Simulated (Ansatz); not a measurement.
Input file for Ansatz (a quantum-chemistry and plane-wave program): R-PBE0/def2-TZVPP on iodoethane (SMILES CCI), a point of a torsion scan. Elements past Kr take the def2 small-core potentials; no spin–orbit coupling.

Ansatz 0.2 input:
```yaml
crystal:
  periodic: [false, false, false]
  atoms:
    - {symbol: C, position_ang: [-0.80074044, 0.22850096, 0.01905409]}
    - {symbol: C, position_ang: [0.56757302, -0.44138669, -0.01157340]}
    - {symbol: I, position_ang: [1.24848200, -1.12734782, 1.93026252]}
    - {symbol: H, position_ang: [-1.22575702, 0.25827994, 1.01866146]}
    - {symbol: H, position_ang: [-1.50058535, -0.30654166, -0.61924068]}
    - {symbol: H, position_ang: [-0.73062587, 1.25345917, -0.33865707]}
    - {symbol: H, position_ang: [0.57067431, -1.32810528, -0.63881753]}
    - {symbol: H, position_ang: [1.34270405, 0.23629890, -0.35748625]}
basis:
  gaussian:
    orbitals: def2-TZVPP
hamiltonian:
  xc: {name: PBE0}
scf: {lower_state_search: off}
```

The head of its log:

```
Functional definition: PBE0
[...]
these checks for a lower state are left out or cut short: stability, starts, cluster_reference, orbital_swaps, neighbouring_geometries, increment
integrals: 0.08 GiB planned
1073 factors; their error is unknown
mean field: 0.82 GiB planned
mean field evaluation 1: about -10247.9285 eV, gradient 5.4e1 eV
mean field evaluation 2: about -10240.7532 eV, gradient 7.3e1 eV
```

Question: What total energy does the run end on?

Answer: -376.8704 hartree.
